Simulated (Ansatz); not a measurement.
One change: `[SH][Zr]([SH])([SH])[Cl]` becomes `[OH][Zr]([SH])([SH])[SH]`.

Ansatz, PBE0-D4/def2-TZVP geometries, multiplicity 1. Each molecule was computed in one conformer, which needn't be the lowest.

Elements past krypton have def2 core potentials.

| property | `[SH][Zr]([SH])([SH])[Cl]` |
| --- | --- |
| LUMO energy (B3LYP/def2-TZVPP) / eV | -2.62 |
| LUMO energy (PBE/def2-TZVPP) / eV | -3.23 |
| HOMO energy (PBE0/def2-TZVPP) / eV | -8.00 |
| LUMO energy (ωB97M-V/def2-TZVPP) / eV | -0.42 |
| size of the dipole moment (B3LYP/def2-TZVPP) / D | 1.21 |
| size of the dipole moment (ωB97M-V/def2-TZVPP) / D | 1.17 |

(1) What does the change do to each property? (Estimate.)

## Answers

(1) Ansatz gave: 
```csv
property,`[OH][Zr]([SH])([SH])[SH]`,shift
LUMO energy (B3LYP/def2-TZVPP) / eV,-2.08,0.54
LUMO energy (PBE/def2-TZVPP) / eV,-2.69,0.54
HOMO energy (PBE0/def2-TZVPP) / eV,-7.52,0.48
LUMO energy (ωB97M-V/def2-TZVPP) / eV,0.13,0.55
size of the dipole moment (B3LYP/def2-TZVPP) / D,2.96,1.75
size of the dipole moment (ωB97M-V/def2-TZVPP) / D,3.07,1.90
```

With PBE0 the HOMO rises by 0.48 eV and the LUMO rises by 0.55 eV, so the gap widens by about 0.07 eV. PBE moves the HOMO by 0.46 eV and ωB97M-V by 0.48 eV. The zero-point energy changes by 29.5 kJ/mol with +3 modes. Dipoles are sizes alone; their direction can turn.

B3LYP here is the variant with VWN-RPA as its local correlation; programs differ in this.
